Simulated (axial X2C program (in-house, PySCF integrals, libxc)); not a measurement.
Spin–orbit effects down a group: molecules with Li, HF

Computed with an in-house relativistic program for diatomic molecules, spin-free (one-electron X2C) or two-component (2c: spin–orbit coupling with atomic mean-field Coulomb and Gaunt terms, which also bring small scalar terms), in Dyall basis sets with cores contracted in-house; open shells are unrestricted.

Basis sets: B dyall-v3z, Ga dyall-cv3z, In dyall-cv3z, Li dyall-cv3z.

```
molecule  spin-free state  Re (Å)  ωe (cm⁻¹)  De (eV)  2c state  Re 2c (Å)  ωe 2c (cm⁻¹)  De 2c (eV)
     LiB   M_S = 1, Λ = 1   2.135      568.0     0.72     Ω = 2      2.135         568.0        0.72
    LiGa   M_S = 0, Λ = 0   2.907      285.7     0.05     Ω = 0      2.904         284.7         n/a
    LiIn   M_S = 0, Λ = 0   3.046      271.2     0.12     Ω = 0      3.026         268.3         n/a
```

Work out the shifts from the spin-free to the two-component result.



```json
{"molecule": "LiB", "2c state": "Ω = 2", "ΔRe (Å)": "0.000", "Δωe (cm⁻¹)": "0.0", "ΔDe (eV)": "0.00"}
{"molecule": "LiGa", "2c state": "Ω = 0", "ΔRe (Å)": "-0.003", "Δωe (cm⁻¹)": "-1.0", "ΔDe (eV)": "n/a"}
{"molecule": "LiIn", "2c state": "Ω = 0", "ΔRe (Å)": "-0.020", "Δωe (cm⁻¹)": "-2.9", "ΔDe (eV)": "n/a"}
```

Shifts of one unit in the last digit are rounding.

Each entry is the lowest single determinant of a limited PBE0 search at one distance. De goes to single-determinant-based atoms at the same level (for ions the charge split of lowest energy) and is withheld (n/a) where an atom does not fit its ground term or J level. Main or longest-lived isotopes. One determinant is a doubtful description, or other states lie close, for LiB, LiGa, LiIn; these need not be ground states, and all values refer to the states named. Some open-shell Ω = 0 determinants are out of reach, so the Ω given for LiB need not be the lowest component. With several unpaired electrons the Ω given is that of one determinant, not necessarily of the lowest component. Some light 2c atoms are not at their ground J level, so De misses part of their lowering (0.04 eV or less).
